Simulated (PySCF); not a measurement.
# BrPdN: from structure and modes to constants

Level of theory: UPBE0/[Pd def2-SVP with ECP28, N def2-SVP, Br def2-SVP], scalar-relativistic core potentials, density fitting, no spin–orbit coupling, PySCF.

The triplet minimum has Cs symmetry. Masses (u): Pd 105.90348, N 14.00307, Br 78.91834.

```xyz
3
charge 0 multiplicity 3, angstrom
Pd   -0.3489   -0.3489   -0.7569
N     0.5031    0.5031   -2.0207
Br    0.3786    0.3786    1.3730
```

Harmonic wavenumbers (cm⁻¹): 119.3 (a', ×1), 266.2 (a', ×1), 716.7 (a', ×1).

Task: Find the principal moments of inertia and the rotational constants. What kind of rotor is it?

Result: About the centre of mass I = 30.141, 291.97, 322.11 u Å². With B = 16.8576/I this gives 0.5593, 0.05774, 0.05233 cm⁻¹. The molecule is an asymmetric top with κ = -0.98.

Task: What is the harmonic zero-point energy?

Result: Half the sum of all 3 wavenumbers, 1102/2 = 551 cm⁻¹, which is 6.6 kJ/mol (1 cm⁻¹ = 0.0119627 kJ/mol).

Task: Find the vibrational entropy and heat capacity at 298.15 K.

Result: With u = 1.43878 ω/T, each mode gives S = R[u/(eᵘ−1) − ln(1−e⁻ᵘ)] and C = R u² eᵘ/(eᵘ−1)².
```
ω (cm⁻¹)      u  S (J/(mol K))  C (J/(mol K))
   119.3  0.576          13.02           8.09
   266.2  1.284           6.78           7.26
   716.7  3.458           1.20           3.34
```
The sums over all modes are S = 21.0 and C = 18.7 J/(mol K); the softest mode gives 62 % of the entropy.

Task: Give the standard entropy (298.15 K, 1 bar) by its translational, rotational, vibrational and spin parts, and Cp.

Result: Sackur–Tetrode with M = 198.82 u gives 174.9; rotation with symmetry number 1 gives 110.3; vibration 21.0; spin R ln 3 = 9.1. The total is 315.3 J/(mol K), and Cp = 4 R + 18.7 = 51.9 J/(mol K).

Other isomers or separated fragments may lie lower. Open d and f shells are described by one determinant, and the ground state may have another occupation or spin.
